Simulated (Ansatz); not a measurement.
`N[Si]Cl` + `[SiH3]N[SiH3]` → `[SiH3]N([SiH3])[Si]Cl` + NH₃ at 600 K and 1 bar (ligand exchange at the Si–N bond).

Calculated with Ansatz (gas phase, PBE0-D4/def2-TZVP geometries, no zero-point term in ΔE). CCSD(T)/CBS is the MP2 limit (def2-TZVPP, def2-QZVPP) plus CCSD(T) − MP2 in def2-TZVPP, frozen cores. This one scheme is used for every species. One conformer a species, not always the lowest.

```csv
species,CCSD(T)/CBS energy (Eh),H − E (kJ/mol),S (J/(mol·K))
`N[Si]Cl`,-804.81589,108.1,331.4
`[SiH3]N[SiH3]`,-637.10515,230.1,420.5
`[SiH3]N([SiH3])[Si]Cl`,-1385.41346,227.8,490.0
NH₃,-56.50880,112.4,219.5
```

H − E and S are ideal-gas, rigid-rotor, harmonic terms from PBE0-D4/def2-TZVP, for one conformer and one mirror image of each species. 1 Eh = 2625.50 kJ/mol, R = 8.31446 J/(mol·K).

By hand: ΔE, ΔH, ΔS and ΔG.

ΔE = (-1385.41346) + (-56.50880) − (-804.81589) − (-637.10515) = -0.00122 Eh = -3.2 kJ/mol. Δ(H − E) = 227.8 + 112.4 − 108.1 − 230.1 = 2.0, so ΔH = -1.2 kJ/mol. ΔS = 490.0 + 219.5 − 331.4 − 420.5 = -42.4 J/(mol·K). ΔG = -1.2 − 600 × (-42.4)/1000 = 24.2 kJ/mol.

By hand: the equilibrium constant, and the temperature at which ΔG would vanish if ΔH and ΔS stayed fixed.

log₁₀ K = −ΔG/(RT ln 10) = -2.1. ΔG = 0 at ΔH/ΔS = 28 K, though so small a ΔH makes that figure unsure.

TΔS isn't small against ΔH here. A doubt of 5 kJ/mol in ΔE shifts log₁₀ K by 0.4 here. Other conformers and mirror images would add mixing entropy, several J/(mol·K) or more a flexible species. Modes under 60 cm⁻¹, often nearly free rotors, make the harmonic entropy too high. These are equilibria of isolated gas molecules and say nothing of rates. Largest T1 diagnostic: 0.013 (customary marks: 0.02 for closed shells, 0.045 for open ones).
